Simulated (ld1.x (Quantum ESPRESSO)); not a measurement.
**Tm (Z = 69): one change to a TM potential, before and after**

ld1.x (Quantum ESPRESSO) 7.5 input, shortened:

```
&input
   title='Tm', zed=69., rel=2, dft='PBESOL', iswitch=3,
   config='[Xe] 4f13 5d0 6s1.75 6p0.25', rel_dist='average'
 /
 &inputp
   pseudotype=2, tm=.true., lloc=2,
   nlcc=.false.
 /
4
6S  1  0   1.75   0.00  2.30  2.30  0.0
6P  2  1   0.25   0.00  3.60  3.60  0.0
4F  4  3  13.00   0.00  1.30  1.30  0.0
5D  3  2   0.00   0.00  3.35  3.35  0.0
 &test
   configts(1)='4f13 5d0 6s1.75 6p0.25'
 /
```

Open shells are filled in proportion to 2j + 1 (rel_dist='average').

Change: wave 5d (bound): rc 3.35 bohr becomes 5d (bound): rc 2.46 bohr.

Cutoffs: the cutoffs (Ry, on a coarse ladder) from which the occupation-weighted sum of valence levels, in a spherical-Bessel basis at the reference potential, stays within 10 and 1 mRy of its value at 400 Ry; they do not see the model core or the augmentation charge, which bear on the density cutoff. Errors are all-electron minus pseudo energies relative to the spin-unpolarised reference configuration.

Q: Predict the effect on cutoff, ghosts and configuration errors.

A: The bound ghosts move from s to p, s; the number of tests that count goes from 7 to 5; of the 5 tests that both files solve, the error grows in 0 and shrinks in 2 by more than 15 % and 0.3 meV (median size 14.5 → 7.3 meV); the range in which the p3/2 phases agree widens (upper end 0.0 → 2.4); the range in which the f7/2 phases agree widens (upper end 0.8 → 2.8).

```csv
quantity,base,changed
"cutoff, loose",260 Ry,260 Ry
"cutoff, tight",over 300 Ry,over 300 Ry
bound ghosts,s,"s, p3/2"
"tests counted (converged, no solver errors)",7 of 7,5 of 7
"error for 4f13 5d0 6s2 6p0, meV [ΔE -0.70 eV]",+0.2,+0.4
"error for 4f13 5d0 6s1 6p0, meV [ΔE 5.77 eV]",-6.0,-2.5
"error for 4f13 5d0 6s0 6p0, meV [ΔE 17.76 eV]",+190,+191
"error for 4f12 5d0 6s0 6p0, meV [ΔE 44.13 eV]",-902,-950
"error for 4f13 5d1 6s1 6p0, meV [ΔE 2.40 eV]",+15,+7.3
s: phases at 3.90 bohr within 0.05 rad from the reference energy up to (Ry; the scan ends near 5),1.4,n/a
p1/2: phases at 3.90 bohr within 0.05 rad from the reference energy up to (Ry; the scan ends near 5),0.2,-0.0
p3/2: phases at 3.90 bohr within 0.05 rad from the reference energy up to (Ry; the scan ends near 5),0.0,2.4
d3/2: phases at 3.90 bohr within 0.05 rad from the reference energy up to (Ry; the scan ends near 5),n/a,n/a
d5/2: phases at 3.90 bohr within 0.05 rad from the reference energy up to (Ry; the scan ends near 5),n/a,n/a
f5/2: phases at 3.90 bohr within 0.05 rad from the reference energy up to (Ry; the scan ends near 5),n/a,n/a
f7/2: phases at 3.90 bohr within 0.05 rad from the reference energy up to (Ry; the scan ends near 5),0.8,2.8
```

Base: These tests converged, but a pseudo level misses the all-electron one widely, so the file describes the atom poorly there or has found another state: 4f13 5d0 6s0 6p0: empty 6p by 2.2 eV (a node warning on the way); 4f12 5d0 6s0 6p0: 4f by 2.5 eV. ld1.x printed “convergence not achieved” for 3 of the counted tests; their residual had stalled under 1e-8, short of the target of 1e-14. Changed file: Tests not counted: 4f13 5d0 6s0 6p1 (solver errors, printed error -262 meV); 4f13 5d0 6s0 6p2 (solver errors, printed error -2559 eV). These tests converged, but a pseudo level misses the all-electron one widely, so the file describes the atom poorly there or has found another state: 4f13 5d0 6s0 6p0: empty 6p by 3.1 eV (a node warning on the way); 4f12 5d0 6s0 6p0: 4f by 2.6 eV. ld1.x printed “convergence not achieved” for 3 of the counted tests; their residual had stalled under 1e-8, short of the target of 1e-14. A true bound ghost makes a file unfit for plane-wave use even where its test errors are small: the radial tests pick states by their node count and pass the ghost by. Where a test does run into it, the solver fails or the error is huge.
